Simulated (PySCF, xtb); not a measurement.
F4Hf, SMILES [F][Hf+]([F])([F])[F] (connectivity only; charge and spin as stated), charge +1, multiplicity 2.

Harmonic wavenumbers (cm⁻¹) from xtb with GFN2-xTB at its own minimum, in rising order: 73, 73, 73, 99, 99, 425, 433, 433, 433.

**Question.** What does B3LYP-D3(BJ)/def2-SVP in PySCF 2.14.0 give at its own minimum? (The exact figures need the calculation; the answer reports its results.)

**Answer.** 46, 120, 121, 162, 288, 372, 582, 739, 741. Paired by order, the mean absolute difference is 132 cm⁻¹ and the zero-point energies are 3.1 and 4.5 kcal/mol.
